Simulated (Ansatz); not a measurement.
These are Ansatz (an electronic-structure program) with frozen-core CCSD(T)/cc-pVTZ // PBE-D3(BJ)/def2-TZVP values and carry that method's errors.

Ansatz 0.2 input:
```yaml
crystal:
  periodic: [false, false, false]
  atoms:
    - { symbol: Br, position_ang: [1.769086, -0.712287, -0.086318] }
    - { symbol: B, position_ang: [0.00003, -0.000003, 0.000683] }
    - { symbol: Br, position_ang: [-1.50068, -1.177759, 0.073039] }
    - { symbol: Br, position_ang: [-0.268437, 1.890048, 0.012596] }
basis:
  gaussian: { orbitals: cc-pVTZ }
correlation:
  method: ccsd_t
```

Output:

```
Functional definition: HF
1036 factors; integrals over basis functions are off by at most 4.8e-4 eV
mean field evaluation 1: about -210674.0424 eV, gradient 1.9e1 eV
mean field evaluation 2: about -210674.1460 eV, gradient 1.9e1 eV
mean field evaluation 4: about -210675.4939 eV, gradient 2.2e0 eV
mean field evaluation 8: about -210675.5269 eV, gradient 8.8e-2 eV
mean field evaluation 16: about -210674.8747 eV, gradient 1.4e1 eV
mean field -210675.52694389 eV, -7742.1828141871 hartree, gradient 1.7e-6 eV, S^2 0.000000; 0 other end points of the search recorded, 0 dependent functions left out
28 core orbitals not correlated
reference -210675.52694389 eV, -7742.1828141871 hartree; 27, 27 occupied and 104, 104 virtual orbitals, 1036 factors
second order -21.00864398 eV of doubles, -0.00000000 eV of singles
cycle   1  -21.03481616 eV  change   -2.6e-2 eV  update   1.0e-1
cycle   2  -21.52461620 eV  change   -4.9e-1 eV  update   2.9e-2
cycle   3  -21.62414130 eV  change   -1.0e-1 eV  update   1.6e-2
cycle   4  -21.60426414 eV  change    2.0e-2 eV  update   4.8e-3
cycle   5  -21.60401357 eV  change    2.5e-4 eV  update   2.0e-3
cycle   6  -21.60398090 eV  change    3.3e-5 eV  update   4.3e-4
cycle   7  -21.60379863 eV  change    1.8e-4 eV  update   1.1e-4
cycle   8  -21.60384671 eV  change   -4.8e-5 eV  update   2.8e-5
perturbative correction -0.93756752 eV, -0.0344549709 hartree
Total energy: -210698.06835813 eV, -7743.0111958811 hartree
```

Cost: about 2.7 core-minutes (a rough figure).
